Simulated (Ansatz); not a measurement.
`CC[SiH](F)[AlH2]` + SiH₄ → `CC[SiH](F)[SiH3]` + `[AlH3]`  (formal exchange of groups at the Si–Al bond)

Calculated with Ansatz (gas phase, PBE0-D4/def2-TZVP geometries, no zero-point term in ΔE). CCSD(T)/CBS is the MP2 limit (def2-TZVPP, def2-QZVPP) plus CCSD(T) − MP2 in def2-TZVPP, frozen cores. This one scheme is used for every species. Functionals use def2-TZVPP. Each species was taken in one conformer, which may not be the lowest.

```json
{"level": "PBE0", "ΔE (eV)": "-0.01"}
{"level": "HF/def2-TZVPP", "ΔE (eV)": "-0.01"}
{"level": "CCSD(T)/def2-TZVPP", "ΔE (eV)": "-0.02"}
{"level": "MP2/def2-QZVPP", "ΔE (eV)": "-0.04"}
```

What does CCSD(T)/CBS give? (An estimate is asked.)

Computed: -0.03 eV. The listed levels differ from it by 0.02, 0.02, 0.01, -0.01 eV.

Largest T1 diagnostic among the species: 0.011.
